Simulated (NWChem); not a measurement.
# ZrN₃H₅; SMILES [NH]=[Zr]([NH2])[NH2]

```xyz
9

Zr    -0.0425    -0.0001     0.2001
N     -1.7950     0.0058    -0.2791
H     -2.7541    -0.0025    -0.6128
N      0.8876     1.7872    -0.2533
H      0.4333     2.6179    -0.6280
H      1.8926     1.9495    -0.3153
N      0.8813    -1.7909    -0.2536
H      1.8856    -1.9559    -0.3184
H      0.4239    -2.6208    -0.6258
```
Atoms are numbered in this order, from 1.

Program: NWChem. All runs use the structure optimised with PBE0/def2-SVP. Not confirmed as a minimum by frequencies. def2 effective core potentials on Zr; no spin-orbit coupling. Level r2SCAN/def2-SVP: energy and gradient on several grids; changes count from the extra-fine grid, which is no exact limit either.

```tsv
grid	size of the energy change (μHa)	largest change of a gradient component (μHa/bohr)	time, medium = 1 (rough)
xcoarse	5000	7000	about 1
coarse	90	600	about 1
medium	100	100	about 1
fine	10	50	about 1
xfine	< 10	< 30	2
```
